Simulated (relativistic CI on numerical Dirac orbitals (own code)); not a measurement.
**Yb⁴⁺: M4,5 absorption edge**

Computed with this model: Dirac-Coulomb-Breit CI, separate exchange-only KLI orbitals for each configuration, model QED (radiative potential, 1s self-energy scaled to tabulated hydrogen-like ionisation energies), valence Slater integrals scaled by 0.7, multiplet model of core-to-valence dipole absorption; configurations [Xe] 4f12 → [Ar] 3d9 4s2 4p6 4d10 4f13 5s2 5p6; 300 K; Lorentzian 0.9 eV and Gaussian 0.4 eV FWHM. Energies are those of the free ion, without screening or charge transfer. The branching ratio is the share of the lower-energy edge in the whole absorption, uncertain by about 0.02 where the edges overlap. S is read from ⟨S²⟩ = S(S + 1).

Case free ion, the dichroism is that of the ground state at zero temperature, magnetised by magnetic field 10 T along z. The dichroism I(Δm = −1) − I(Δm = +1), over the sum of the three polarisations, integrates to -0.8035 on the lower edge and -0.0312 on the upper edge. The branching ratio is 0.969.

Q: Use the orbital sum rule with 2 holes to get ⟨Lz⟩.

A: For a d → f edge ⟨Lz⟩ = 3 × n_h × (sum of both integrals) in this sign convention = -5.01; the ground state itself has ⟨Lz⟩ = -5.01 and ⟨Sz⟩ = -0.99. The rule assumes one radial integral for both edges, which relativistic orbitals only approach.
